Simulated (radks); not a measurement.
Values are calculated unless marked as measured or tabulated.
All-electron atom: the cerium ion Ce3+ in [Xe] 4f1 (the NIST ground configuration).

Level of theory: non-relativistic Kohn-Sham, PBEsol, spin-polarised, spherical densities, point nucleus; open shells are filled with parallel spins first (spin-orbit coupling, left out, can overturn this in heavy ions); relativity is left out, which matters for an element this heavy (a radial shooting solver on a logarithmic mesh with Libxc functionals).

Energy parts (eV):
total: -233061.07
kinetic: 232978.14
electron-nucleus: -550530.92
Hartree: 89893.96
exchange-correlation: -5402.25

Orbitals (lengths in bohr, moments of r in powers of bohr; <r^-3> diverges for s and p1/2):
orbital,occ.,eigenvalue (eV),<1/r>,<r^-3>
1s down,1,-38307.21,57.45,-
1s up,1,-38307.21,57.45,-
2s up,1,-5976.595,13.26,-
2s down,1,-5976.588,13.26,-
2p up,3,-5654.708,13.28,6528
2p down,3,-5654.705,13.28,6529
3s up,1,-1304.135,4.919,-
3s down,1,-1303.797,4.920,-
3p up,3,-1164.904,4.853,1275
3p down,3,-1164.592,4.854,1276
3d up,5,-905.3755,4.736,212.7
3d down,5,-905.1450,4.737,212.8
4s up,1,-280.8121,2.080,-
4s down,1,-280.0075,2.081,-
4p up,3,-228.8729,1.988,274.4
4p down,3,-228.0654,1.988,274.5
4d up,5,-137.7532,1.782,37.90
4d down,5,-136.9433,1.782,37.89
5s up,1,-60.1675,0.8385,-
5s down,1,-59.7413,0.8352,-
5p up,3,-45.6669,0.7515,42.90
5p down,3,-45.3260,0.7479,42.33
4f up,1,-32.4699,1.287,4.820
4f down,0,-31.7369,1.282,4.788
5d up,0,-24.3503,0.5607,3.872
5d down,0,-24.1750,0.5571,3.802
6s up,0,-19.7795,0.3689,-
6s down,0,-19.6988,0.3678,-

The highest occupied level is 4f up at -32.470 eV. The density falls to 0.001 e/bohr^3 at r = 3.49 bohr. The electron density at the nucleus is 1.382e+05 e/bohr^3. Virial ratio -V/T = 2.00036. The spin density at the nucleus is 0.0297 e/bohr^3 (1s 0.0007, 2s -0.0319, 3s -0.5189, 4s -0.0085, 5s 0.5884).
